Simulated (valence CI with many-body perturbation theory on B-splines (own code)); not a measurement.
Nd9+ in brief

Computed by relativistic CI+MBPT: five valence electrons over a frozen Dirac-Fock core [Kr] 4d10, radial functions for each j: 7 s, 7 p, 7 d, 7 f, 4 g, 2 h, with the one-electron correlation potential Σ1, the two-electron term Σ2, the three-electron term Σ3, Breit, model QED; selected CI, second order for the rest, scaled by the run's own slope (own B-spline code, finite nucleus).

No measured levels were compared; by estimate terms of the open shell hold to a few per cent of their energy, and close levels can change places; configurations with another count of f electrons can be misplaced by thousands of cm⁻¹. Among the levels kept, up to 1800 cm⁻¹ of a level comes from second order outside the variational space, and about a tenth of that is noise between levels of different J, which matters for small intervals. The lowest computed level is not the ground level that NIST lists (°, for many ions itself from theory).

Levels are named by their leading jj configuration (3d3/2^4 stands for four electrons in 3d with j = 3/2), which in mixed levels can hold well under half, so a name can repeat and another be missing.

Rates and lifetimes use the calculated energies. Strong lines usually hold to 10 to 20 %, long lifetimes can be off by a factor of two.

Task: What is the ground level?

Result: (4f5/2 5s^2 5p1/2^2) J=5/2, composition 41 % 4f5s²5p² ⁴G° + 17 % 4f5s²5p² ²F° + 16 % 4f5s²5p² ²D°, g = 0.836.

Task: Where does the other parity begin?

Result: At (4f5/2^2 5s 5p1/2^2) J=7/2, 162480 cm⁻¹.

Task: Among levels below 207660 cm⁻¹, which E1 lines absorb most strongly from the ground level?

Result: to (4f5/2 4f7/2 5s 5p1/2 5p3/2) J=7/2 at 48.46 nm, f = 0.0584; to (4f5/2 5s 5p1/2^2 5p3/2) J=5/2 at 50.09 nm, f = 0.0531; to (4f5/2 4f7/2 5s 5p1/2 5p3/2) J=7/2 at 49.01 nm, f = 0.0255.

Task: Name the longest-lived excited levels whose lifetime is computed, and their main decay.

Result: (4f5/2^2 5s^2 5p1/2) J=9/2 at 18531 cm⁻¹ lives 246 s, mostly by E2 to (4f5/2 5s^2 5p1/2^2) J=5/2; (4f5/2 4f7/2 5s^2 5p1/2) J=9/2 at 24760 cm⁻¹ lives 990 ms, mostly by M1 to (4f5/2^2 5s^2 5p1/2) J=7/2; (4f7/2^2 5s^2 5p1/2) J=11/2 at 28736 cm⁻¹ lives 684 ms, mostly by M1 to (4f5/2 4f7/2 5s^2 5p1/2) J=9/2.

Task: How well does LS coupling describe the low levels?

Result: Among the lowest 20 levels the leading LS term, summed over configurations, holds 45 % on average. For single configurations the figures are 38 % in LS and 68 % in jj coupling. Terms mix most in the J = 3/2 level at 37166 cm⁻¹, where the leading one holds 25 %.

Task: What is the ionisation energy?

Result: 149.41 eV; NIST lists 152 ± 8 eV (theoretical).
